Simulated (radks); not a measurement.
Radial electron density D(r) = 4 pi r^2 rho(r) of an atom or ion with 64 electrons. Calculated with a radial shooting solver on a logarithmic mesh with Libxc functionals: scalar-relativistic Kohn-Sham, BP86, spin-polarised, spherical densities, finite nucleus; Fermi nuclear charge, rms radius of each element as measured or else 0.836 A^(1/3) + 0.57 fm.

| r (bohr) | D(r) (e/bohr) | spin D(r) |
|---|---|---|
| 0.00378 | 33.33 | 0.0145 |
| 0.005205 | 48.34 | 0.0201 |
| 0.007168 | 65.38 | 0.0253 |
| 0.009872 | 80.57 | 0.0269 |
| 0.01359 | 88.28 | 0.0214 |
| 0.01872 | 85.48 | 0.00886 |
| 0.02578 | 78.70 | 0.000584 |
| 0.03551 | 83.78 | 0.0172 |
| 0.04889 | 105.5 | 0.0561 |
| 0.06733 | 117.7 | 0.0570 |
| 0.09273 | 99.84 | 0.0112 |
| 0.1267 | 89.58 | 0.129 |
| 0.1745 | 104.4 | 0.580 |
| 0.2402 | 82.63 | 1.43 |
| 0.3309 | 47.00 | 3.26 |
| 0.4556 | 53.73 | 5.02 |
| 0.6275 | 45.18 | 4.75 |
| 0.8641 | 21.53 | 3.94 |
| 1.19 | 11.86 | 2.80 |
| 1.639 | 6.284 | 1.06 |
| 2.257 | 1.734 | 0.185 |
| 3.108 | 0.2789 | 0.102 |
| 4.28 | 0.2004 | 0.193 |
| 5.894 | 0.2021 | 0.202 |
| 8.117 | 0.07633 | 0.0763 |
| 11.18 | 0.007214 | 0.00721 |
| 15.39 | 0.0001292 | 0.000129 |

What is the nuclear charge?

Answer. Z = 66. The innermost maximum, from 1s, lies near gamma/Z bohr with gamma = sqrt(1 - (Z/c)^2) = 0.876, here 0.0133 bohr (found: 0.0145), and its height grows with Z. The density is that of the dysprosium ion Dy2+ in [Kr] 4d10 4f10 5s1 5p6 5f1; the configuration itself is not fixed sharply by these data, and Z only to a few units. D(r) has 5 maxima, at r = 0.0145, 0.0652, 0.182, 0.498, 5.10 bohr, and minima at 0.0279, 0.119, 0.353, 3.74 bohr, inside which lie 1.93, 11.12, 29.42, 63.14 electrons.
